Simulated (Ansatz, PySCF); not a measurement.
In(Cl)(Me)(vinyl) (C3H6ClIn), SMILES [In]([CH]=C)([CH3])[Cl]. Atoms are numbered in the order given.

```xyz
11

In    -0.0936    -0.0314     0.1726
Cl     1.2730     1.8765    -0.3084
C     -1.2172     0.1631     2.0126
H     -1.8351    -0.7256     2.2002
H     -1.8584     1.0533     1.9380
H     -0.5086     0.3054     2.8413
C      0.0965    -1.5390    -1.3465
C     -0.5672    -2.7024    -1.3041
H      0.7686    -1.3391    -2.1900
H     -0.4590    -3.4632    -2.0888
H     -1.2536    -2.9647    -0.4901
```
Charge 0, spin multiplicity 1.

Geometry optimised at B3LYP-D3(BJ)/def2-SVP. The structure was generated by enumeration; whether it is a known compound was not checked. The def2 effective core potentials stand for the cores of In; spin–orbit coupling is left out. Other conformers were not sampled.

Two levels are set side by side: PBE-D3(BJ)/def2-SVP (Ansatz, a quantum-chemistry and plane-wave program) and B3LYP-D3(BJ)/def2-SVP (Ansatz). Each level has its own optimised geometry; the coordinates shown are those of the second. Frequencies come from the Hessian of PySCF at each geometry. Differences are taken from unrounded values.

```json
[
 {"quantity": "mean bond length (Å)", "B3LYP-D3(BJ)": "1.464"},
 {"quantity": "bond In1–Cl2 (Å)", "B3LYP-D3(BJ)": "2.396"},
 {"quantity": "bond In1–C3 (Å)", "B3LYP-D3(BJ)": "2.165"},
 {"quantity": "bond In1–C7 (Å)", "B3LYP-D3(BJ)": "2.149"},
 {"quantity": "bond C7–C8 (Å)", "B3LYP-D3(BJ)": "1.340"},
 {"quantity": "bond C3–H4 (Å)", "B3LYP-D3(BJ)": "1.099"},
 {"quantity": "bond C3–H5 (Å)", "B3LYP-D3(BJ)": "1.100"},
 {"quantity": "bond C3–H6 (Å)", "B3LYP-D3(BJ)": "1.100"},
 {"quantity": "bond C7–H9 (Å)", "B3LYP-D3(BJ)": "1.097"},
 {"quantity": "bond C8–H10 (Å)", "B3LYP-D3(BJ)": "1.098"},
 {"quantity": "bond C8–H11 (Å)", "B3LYP-D3(BJ)": "1.097"},
 {"quantity": "highest harmonic wavenumber (cm⁻¹)", "B3LYP-D3(BJ)": "3181"},
 {"quantity": "mean harmonic wavenumber (cm⁻¹)", "B3LYP-D3(BJ)": "1259"},
 {"quantity": "zero-point energy (kcal/mol)", "B3LYP-D3(BJ)": "48.61"}
]
```

Task: What does PBE-D3(BJ) give, and how far is it from B3LYP-D3(BJ)? (An estimate is asked for; the answer gives what the named calculation found.)

Result: 
```tsv
quantity	PBE-D3(BJ)	PBE-D3(BJ) minus B3LYP-D3(BJ)
mean bond length (Å)	1.470	0.006
bond In1–Cl2 (Å)	2.399	0.003
bond In1–C3 (Å)	2.165	0.000
bond In1–C7 (Å)	2.152	0.003
bond C7–C8 (Å)	1.348	0.008
bond C3–H4 (Å)	1.106	0.007
bond C3–H5 (Å)	1.107	0.007
bond C3–H6 (Å)	1.107	0.007
bond C7–H9 (Å)	1.105	0.008
bond C8–H10 (Å)	1.106	0.008
bond C8–H11 (Å)	1.105	0.008
highest harmonic wavenumber (cm⁻¹)	3119	-62
mean harmonic wavenumber (cm⁻¹)	1227	-32
zero-point energy (kcal/mol)	47.37	-1.24
```

GGA bonds tend to be longer and softer than those of functionals with exact exchange. Differences between two approximate levels are no errors against the true value.
